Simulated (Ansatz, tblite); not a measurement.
Removing and adding an electron: `CCC(C)(CC(C)(CC(C)(C)C(=O)OCc1ccccc1)C(=O)OC)C(=O)OC1CCOC1=O`. Charge 0, multiplicity 1. Geometry: PBE-D4/def2-SVP. Ansatz, gas phase; energy differences of separate SCF runs; the oxidised species was run as a doublet alone; the reduced species was run as a doublet alone.

Cartesian coordinates in Å:
```
C -3.288 3.295 -0.013
C -3.094 2.748 1.401
C -1.770 1.958 1.700
C -1.877 1.424 3.138
C -1.600 0.843 0.642
C -0.496 -0.249 0.827
C 0.878 0.366 1.123
C -0.535 -1.046 -0.517
C 0.456 -2.210 -0.820
C 1.874 -1.723 -1.207
C 0.538 -3.251 0.305
C -0.090 -2.919 -2.075
O -0.302 -4.114 -2.174
O -0.281 -2.037 -3.088
C -0.705 -2.593 -4.361
C 0.481 -3.010 -5.194
C 1.125 -2.077 -6.030
C 2.252 -2.446 -6.778
C 2.749 -3.757 -6.696
C 2.116 -4.693 -5.863
C 0.989 -4.323 -5.114
C -0.976 -1.197 1.936
O -2.053 -1.765 1.929
O -0.079 -1.344 2.946
C -0.488 -2.227 3.998
C -0.649 2.985 1.534
O -0.165 3.335 0.473
O -0.288 3.546 2.727
C 0.681 4.612 2.659
C 2.083 4.121 2.994
C 2.076 4.161 4.528
O 1.197 5.251 4.875
C 0.344 5.538 3.845
O -0.523 6.371 3.915
H -2.458 3.962 -0.318
H -3.361 2.486 -0.767
H -4.229 3.878 -0.066
H -3.928 2.057 1.653
H -3.154 3.580 2.136
H -2.132 2.239 3.842
H -0.934 0.964 3.489
H -2.674 0.657 3.189
H -1.402 1.337 -0.329
H -2.569 0.310 0.550
H 1.641 -0.412 1.301
H 1.202 1.006 0.280
H 0.853 0.990 2.038
H -0.441 -0.308 -1.338
H -1.565 -1.456 -0.587
H 2.469 -2.565 -1.617
H 2.420 -1.330 -0.331
H 1.828 -0.932 -1.981
H 1.020 -2.818 1.203
H -0.466 -3.622 0.586
H 1.135 -4.123 -0.023
H -1.265 -1.772 -4.848
H -1.382 -3.448 -4.167
H 0.733 -1.049 -6.097
H 2.743 -1.709 -7.431
H 3.632 -4.050 -7.284
H 2.502 -5.722 -5.796
H 0.497 -5.045 -4.445
H -0.666 -3.248 3.604
H -1.425 -1.868 4.469
H 0.338 -2.233 4.732
H 0.593 5.124 1.683
H 2.824 4.843 2.592
H 2.308 3.124 2.570
H 3.066 4.364 4.981
H 1.668 3.224 4.966
```

The xTB rows come from tblite. Single mean-field runs in def2-SVP are fitted with def2-universal-jkfit. HOMO above LUMO, or a gap near zero within one spin, warns that the state may not be the lowest or that an electron is smeared out.

```json
{"level": "GFN1-xTB", "−HOMO (eV)": "11.92", "vertical IE (eV)": "13.76", "−LUMO (eV)": "7.80", "vertical EA (eV)": "6.01", "HOMO–LUMO gap (eV)": "4.12", "IE − EA (eV)": "7.75", "remarks": "–"}
{"level": "GFN2-xTB", "−HOMO (eV)": "10.93", "vertical IE (eV)": "12.62", "−LUMO (eV)": "7.20", "vertical EA (eV)": "5.24", "HOMO–LUMO gap (eV)": "3.73", "IE − EA (eV)": "7.38", "remarks": "–"}
{"level": "PBE-D4/def2-SVP", "−HOMO (eV)": "6.01", "vertical IE (eV)": "–", "−LUMO (eV)": "1.42", "vertical EA (eV)": "-0.07", "HOMO–LUMO gap (eV)": "4.58", "IE − EA (eV)": "–", "remarks": "HOMO above zero (-1 doublet), gap within one spin near zero (-1 doublet)"}
{"level": "BLYP-D4/def2-SVP", "−HOMO (eV)": "5.83", "vertical IE (eV)": "–", "−LUMO (eV)": "1.25", "vertical EA (eV)": "-0.20", "HOMO–LUMO gap (eV)": "4.59", "IE − EA (eV)": "–", "remarks": "HOMO above zero (-1 doublet), gap within one spin near zero (-1 doublet)"}
{"level": "PBE0-D4/def2-SVP", "−HOMO (eV)": "7.26", "vertical IE (eV)": "8.67", "−LUMO (eV)": "0.52", "vertical EA (eV)": "-0.58", "HOMO–LUMO gap (eV)": "6.74", "IE − EA (eV)": "9.25", "remarks": "HOMO above zero (-1 doublet)"}
```

Run but left out: PBE-D4/def2-SVP, BLYP-D4/def2-SVP (charge +1 doublet: an occupied level 0.07 eV above an empty one).   A HOMO above zero means that the electron is unbound at that level or that self-interaction error raises the level; the energy of removing that electron tells which. Raw xTB energy differences between charge states are shifted by several eV; the methods need an empirical correction for them. Sets without diffuse functions give affinities that are too small. A negative affinity means that the extra electron isn't bound; its size then hangs on the basis.
